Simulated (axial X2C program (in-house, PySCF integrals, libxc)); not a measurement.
**Outer orbitals of NaCr⁺ at 3.236 Å, PBE0**

Calculated with an in-house all-electron X2C program for linear molecules (integrals from PySCF). Spin-free means the one-electron spin-free X2C Hamiltonian; two-component (2c) means X2C with spin–orbit coupling and atomic mean-field two-electron Coulomb and Gaunt terms, so the difference of the two also holds small scalar two-electron terms. Basis: Cr dyall-cv3z [9s10p6d3f2g], Na dyall-cv3z [9s8p5d2f] (cores contracted in-house); Gaussian nuclei, density fitting, unrestricted open shells. Masses: Cr 51.941 u, Na 22.990 u.

The distance is close to the 2c PBE0 minimum; the highest filled and lowest empty levels are listed.

Spin-free orbitals, state M_S = 3, Λ = 0 (beyond evenly filled blocks: 2 × σα, π+α, π-α, δ+α, δ-α) (Löwdin shares):

```tsv
symmetry	occupied	ε (eV)	atomic character
σα	yes	-10.28	69% Cr d, 12% Cr s, 9% Na s
π-α	yes	-10.09	99% Cr d
π+α	yes	-10.09	99% Cr d
δ+α	yes	-10.04	100% Cr d
δ-α	yes	-10.04	100% Cr d
σα	yes	-9.70	46% Cr s, 29% Cr d, 12% Na s
σβ	no	-6.25	57% Na s, 29% Cr s, 7% Cr p
σα	no	-6.02	43% Na s, 31% Cr p, 15% Cr s
π-α	no	-4.78	63% Cr p, 31% Na p, 4% Na d
π+α	no	-4.78	63% Cr p, 31% Na p, 4% Na d
```

Spinors with spin–orbit coupling (state Ω = 3):

```json
{"ω": "1/2", "occupied": "yes", "ε (eV)": "-10.28", "atomic character": "70% Cr d, 12% Cr s, 9% Na s", "λ mixture": "100% σ"}
{"ω": "-1/2", "occupied": "yes", "ε (eV)": "-10.11", "atomic character": "99% Cr d", "λ mixture": "100% π"}
{"ω": "3/2", "occupied": "yes", "ε (eV)": "-10.08", "atomic character": "99% Cr d", "λ mixture": "100% π"}
{"ω": "-3/2", "occupied": "yes", "ε (eV)": "-10.07", "atomic character": "100% Cr d", "λ mixture": "100% δ"}
{"ω": "5/2", "occupied": "yes", "ε (eV)": "-10.01", "atomic character": "100% Cr d", "λ mixture": "100% δ"}
{"ω": "1/2", "occupied": "yes", "ε (eV)": "-9.70", "atomic character": "47% Cr s, 28% Cr d, 12% Na s", "λ mixture": "100% σ"}
{"ω": "-1/2", "occupied": "no", "ε (eV)": "-6.25", "atomic character": "57% Na s, 29% Cr s, 7% Cr p", "λ mixture": "100% σ"}
{"ω": "1/2", "occupied": "no", "ε (eV)": "-6.02", "atomic character": "43% Na s, 31% Cr p, 15% Cr s", "λ mixture": "100% σ"}
{"ω": "-1/2", "occupied": "no", "ε (eV)": "-4.79", "atomic character": "63% Cr p, 31% Na p, 4% Na d", "λ mixture": "100% π"}
{"ω": "3/2", "occupied": "no", "ε (eV)": "-4.77", "atomic character": "63% Cr p, 31% Na p, 4% Na d", "λ mixture": "100% π"}
```

Mulliken charges and populations of the two-component result (they depend on the basis, above all on diffuse functions):

Cr 0.28 e (s 6.71 p 12.05 d 4.96), Na 0.72 e (s 4.18 p 6.08 d 0.02). ⟨Lz⟩ = 0.00 ħ and ⟨Sz⟩ = 3.00 ħ (2.86 and 0.14 on the two atoms), which add up to Ω.

The state is a single determinant with fixed occupations, the lowest that a limited PBE0 search found. Density functionals use the spin component along the axis (collinear). PBE0 can misorder states that lie within some tenths of an eV, so this need not be the ground state of the molecule. The nearest other spin-free determinant of the search, M_S = 2, Λ = 0, lies 0.86 eV up at the distance of the search. With several unpaired electrons one determinant need not be a pure state. Open-shell Ω = 0 determinants with evenly filled partner blocks cannot be reached by this program, so the Ω shown need not be the lowest component.
